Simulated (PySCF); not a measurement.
**SiBH5O3**

SiBH5O3 is a small molecule, neutral, singlet. The structure, one conformer, was relaxed in the gas phase by PBE0-D3(BJ)/def2-SVP. No frequency run checks that it is a minimum.

SMILES: OB(O)O[SiH3]

| atom | x (Å) | y (Å) | z (Å) |
| --- | --- | --- | --- |
| Si1 | 1.650 | -0.045 | 0.348 |
| O2 | 0.198 | 0.690 | -0.047 |
| B3 | -1.016 | 0.099 | -0.261 |
| O4 | -1.127 | -1.254 | -0.150 |
| O5 | -2.106 | 0.850 | -0.584 |
| H6 | 2.067 | -1.001 | -0.719 |
| H7 | 2.656 | 1.048 | 0.457 |
| H8 | 1.545 | -0.758 | 1.654 |
| H9 | -2.023 | -1.560 | -0.322 |
| H10 | -1.884 | 1.785 | -0.628 |

Shieldings: GIAO PBE0/pcSseg-2. Shifts are against computed references at the same level: H TMS (σ 31.24 ppm), Si TMS (σ 341.3 ppm). Core levels by delta-SCF with SCAN, pcX-2 on the ionised atom and pcseg-1 elsewhere, spin-free X2C (2p3/2 is the spin-free 2p value less a third of a first-order spin-orbit splitting); from the vacuum level, for chosen atoms.

Q: Give the shieldings and core levels atom by atom.

A: 
| atoms | bonded to | σ (ppm) | δ (ppm) | core level (eV) |
| --- | --- | --- | --- | --- |
| Si1 | 1 O + 3 H | 378.6 | -37.3 | 2p3/2 107.61 |
| O2 | 1 B + 1 Si | 264.5 | - | 1s 538.37 |
| B3 | 3 O | 81.6 | - | 1s 198.37 |
| O4 | 1 B + 1 H | 249.6 | - | 1s 539.28 |
| O5 | 1 B + 1 H | 243.2 | - | 1s 539.26 |
| H6 H7 H8 | 1 Si | 26.25 | 5.00 | - |
| H9 | 1 O | 28.22 | 3.02 | - |
| H10 | 1 O | 28.35 | 2.89 | - |

Values are those of this one static structure, with the three H of a rotating XH3 group averaged; atoms that internal rotation interchanges would show their mean in an NMR spectrum.

Q: Which of O2, O4, O5 holds its core electrons tightest, and by how much against the loosest?

A: O4 (bonded to 1 B + 1 H), by 0.91 eV over O2 (bonded to 1 B + 1 Si).

Q: By CAM-B3LYP/def2-SVPD (TDDFT singlets, Tamm-Dancoff triplets, ionisation by delta-SCF), where does absorption start, and what does vertical ionisation take?

A: The lowest singlet lies at 7.71 eV (f 0.005), the strongest of the first 6 at 8.59 eV (f 0.041), the lowest triplet at 7.37 eV; vertical ionisation takes 11.41 eV.

The 3 runs behind this took 68 s in all, one thread each of AMD EPYC 9R45 96-Core on a shared host, launched as `OMP_NUM_THREADS=1 python cluster_run.py task.json out`.
